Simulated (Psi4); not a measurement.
A dimer, H3N ··· HF (SMILES N and F); the first 4 atoms form monomer A.

```
6

N      0.0001    -0.0005     0.2791
H      0.9108    -0.2431    -0.0939
H     -0.6662    -0.6670    -0.0939
H     -0.2448     0.9107    -0.0913
F     -0.0101    -0.0043     3.2380
H     -0.0059    -0.0033     2.3135
```

Q: What interaction energy does SAPT0/jun-cc-pVDZ, frozen core in Psi4 give, and which attractive term is the largest?

A: Total -47.08 kJ/mol: electrostatics -56.79, exchange 29.97, induction -14.99, dispersion -5.27. The most attractive term is electrostatics.
